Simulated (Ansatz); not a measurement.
Cost and result up the ladder for the cluster Cu₅H₆ (11 atoms). Total charge 0; doublet. Geometry: r2SCAN-D4/def2-SVP.

```tsv
atom	x (Å)	y (Å)	z (Å)
Cu1	-1.346	0.470	0.956
Cu2	-0.739	-0.333	-1.178
Cu3	1.554	-0.377	-0.625
Cu4	0.459	1.627	-0.032
Cu5	0.155	-1.348	1.008
H6	0.562	-0.771	-1.998
H7	-0.837	2.062	0.829
H8	1.597	-1.717	0.380
H9	1.895	1.264	-0.674
H10	-2.150	0.050	-0.527
H11	-1.150	-0.926	1.862
```

Ansatz on 4 threads of AMD EPYC 7B13 on a shared host. Times are rough, and most runs start from the orbitals of an earlier one. PBE0-D4/def2-TZVP serves as the yardstick here, not as an exact answer. Differences are given only for rows in sets of like size (and for xTB, whose basis is part of the method), since another set adds its own error. Binding counts from free atoms at the same level (Cu doublet, H doublet; other spins of the atoms weren't run), without zero-point energy or a counterpoise term.

Correlated methods freeze 45 core orbitals. No other spin state of charge 0 was run. Another isomer (doublet) lies 0.98 eV lower at PBE0-D4/def2-TZVP; other spin states weren't run for this one.

Run but left out: HF/STO-3G (⟨S²⟩ 7.02, where a pure state has 0.75).

Correlated methods converge slowly with the basis.

```csv
level,functions,binding energy per atom (eV),difference from PBE0-D4/def2-TZVP (eV)
PBE0-D4/def2-TZVP,261,2.04,0.00
PBE-D4/def2-TZVP (with forces),261,2.21,0.17
MP2/def2-TZVP,261,1.84,-0.21
PBE0-D4/def2-SVP,185,2.24,–
r2SCANh-D4/def2-TZVP,261,2.22,0.18
r2SCAN-D4/def2-TZVP,261,2.31,0.26
PBE-D4/def2-SVP,185,2.48,–
BLYP-D4/def2-TZVP,261,2.13,0.09
```

**Question.** Estimate how long each takes.

**Answer.** PBE-D4/def2-SVP 8 s; PBE-D4/def2-TZVP (with forces) 13 s; BLYP-D4/def2-TZVP 13 s; PBE0-D4/def2-SVP 14 s; PBE0-D4/def2-TZVP 26 s; r2SCAN-D4/def2-TZVP 26 s; r2SCANh-D4/def2-TZVP 32 s; MP2/def2-TZVP 37 s. On shared hardware such times vary by a factor of up to 3.
